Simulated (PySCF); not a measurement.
## Electron correlation in Zn(2+) (zinc, charge +2)

Starting occupation: [Ar] 3d10. All numbers are calculated (PySCF 2.14, X2C-1e with screened-nucleus spin-orbit coupling, Gaussian nucleus, in x2c-TZVPPall-2c with one added diffuse shell each of s, p, d, f type (7s8p5d3f1g, 86 functions)). Frozen: 1s2; 26 electrons correlated.

MP2 pair energies summed by pair of shells (mhartree):

| pair | energy | share (%) |
| --- | --- | --- |
| 3d3/2-3d5/2 | -212.47 | 24.3 |
| 3d5/2-3d5/2 | -147.14 | 16.8 |
| 3d5/2-3p3/2 | -88.67 | 10.2 |
| 3d3/2-3d3/2 | -62.29 | 7.1 |
| 3d3/2-3p3/2 | -60.78 | 7.0 |
| 3d5/2-3p1/2 | -45.70 | 5.2 |
| 3d5/2-3s1/2 | -31.94 | 3.7 |
| 3d3/2-3p1/2 | -28.75 | 3.3 |
| 3p1/2-3p3/2 | -25.39 | 2.9 |
| 3p3/2-3p3/2 | -24.85 | 2.8 |
| 3d3/2-3s1/2 | -21.27 | 2.4 |
| 2p1/2-2p3/2 | -17.69 | 2.0 |
| 3p3/2-3s1/2 | -16.39 | 1.9 |
| 2p3/2-2p3/2 | -15.10 | 1.7 |
| 3p1/2-3s1/2 | -8.23 | 0.9 |
| 2p3/2-3d5/2 | -7.81 | 0.9 |
| 2p3/2-3p3/2 | -7.11 | 0.8 |
| 3p1/2-3p1/2 | -6.14 | 0.7 |
| 2p3/2-3d3/2 | -5.04 | 0.6 |
| 2p3/2-3p1/2 | -4.55 | 0.5 |
| 2p1/2-3p3/2 | -4.26 | 0.5 |
| 3s1/2-3s1/2 | -3.96 | 0.5 |
| 2p1/2-3d5/2 | -3.48 | 0.4 |
| 2p1/2-2p1/2 | -3.22 | 0.4 |
| 2s1/2-3d5/2 | -3.15 | 0.4 |
| 2p3/2-2s1/2 | -2.98 | 0.3 |
| 2p1/2-3d3/2 | -2.53 | 0.3 |
| 2s1/2-3p3/2 | -2.34 | 0.3 |
| 2s1/2-3d3/2 | -2.11 | 0.2 |
| 2p3/2-3s1/2 | -1.73 | 0.2 |

Total MP2 correlation energy: -873.36 mhartree.

The virtual space was cut to 106 spinors, which keep -853.41 of the -873.36 mhartree of MP2 correlation.

```
level  correlation energy (mhartree)
 CCSD                        -771.29
```

Diagnostics: T1 = 0.0064, largest double amplitude 0.016.

Cost of the coupled-cluster step: 420 s of wall time on 4 threads of Neoverse-V2 (shared host), for 26 occupied and 106 virtual spinors.

This basis was not built for core-valence correlation, so the inner-shell part is incomplete.
